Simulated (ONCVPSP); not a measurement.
What one change does to a pseudopotential (dysprosium (Dy), ONCV)

```json
{"Element": "dysprosium (Dy)", "Generator": "ONCVPSP 4.0.1", "Type": "optimised norm-conserving Vanderbilt (ONCV)", "Functional": "PBE", "Relativity": "scalar-relativistic", "Frozen core": "[Kr] 4d10 4f9", "Valence charge": "11", "Reference configuration": "5s2 5p6 5d1 6s1.75 (charge +0.25)", "Partial waves": "5s+6s: rc 2.30 bohr, ncon 4, nbas 9, qcut 6 1/bohr, 2 projectors; 5p: rc 2.10 bohr, ncon 4, nbas 7, qcut 6.5 1/bohr, 2 projectors, debl 3.5 Ha; 5d: rc 3.15 bohr, ncon 4, nbas 8, qcut 3.9 1/bohr, 2 projectors, debl 3.5 Ha", "Local potential": "polynomial inside 1.75 bohr (lpopt 4, dvloc0 1 Ha)", "Core correction": "Teter function, fcfact 3.75, rcfact 1.15"}
```

All-electron outer shells of the reference configuration (PBE, scalar-relativistic, ld1.x):

```tsv
shell	level (eV)	outermost node (bohr)	outermost maximum (bohr)
5s	-54.32	0.63	1.14
5p	-30.00	0.67	1.30
4f	-10.68	–	0.53
6s	-5.52	1.54	3.27
5d	-3.70	0.76	1.91
```

Change: s: rc 2.74.

Cutoffs: the cutoffs (Ha) at which the residual kinetic energy of the hardest occupied pseudo-wave falls to 1 and 0.1 mHa per electron; they do not see the model core or the augmentation charge, which bear on the density cutoff. Errors are all-electron minus pseudo energies relative to the spin-unpolarised reference configuration.

Task: How do hardness, ghosts and transferability respond?

Result: The potential gets neither clearly harder nor softer (11 Ha and 16 Ha → 11 Ha and 16 Ha); the p channel sets the loose cutoff, while the largest relative change is in s, which becomes softer; the errors of the 4 common tests hardly move; neither file shows a bound ghost.

| quantity | base | changed |
| --- | --- | --- |
| cutoff, loose | 11 Ha | 11 Ha |
| cutoff, tight | 16 Ha | 16 Ha |
| loose cutoff by channel | s 11 Ha, p 11 Ha, d 6.3 Ha | s 7.2 Ha, p 11 Ha, d 6.3 Ha |
| bound ghosts | none | none |
| GHOST(+) flags under 300 eV | none | none |
| error for 5s2 5p6 5d1 6s2, meV [ΔE -1.22 eV] | +0.4 | +0.4 |
| error for 5s2 5p6 5d1 6s1, meV [ΔE 5.62 eV] | -0.1 | -0.1 |
| error for 5s2 5p6 5d1 6s0, meV [ΔE 18.05 eV] | +8.5 | +7.3 |
| error for 5s2 5p6 5d1 6s1.5, meV [ΔE 1.54 eV] | -0.3 | -0.3 |
| p: phases at 2.14 bohr within 0.05 rad from the reference energy up to (Ha; the scan ends near 5) | to the end of the scan | to the end of the scan |
| d: phases at 3.19 bohr within 0.05 rad from the reference energy up to (Ha; the scan ends near 5) | 0.6 | 0.6 |
| rms error of d²Exc/dni dnj with the model core, mHa | 2.12 | 2.21 |
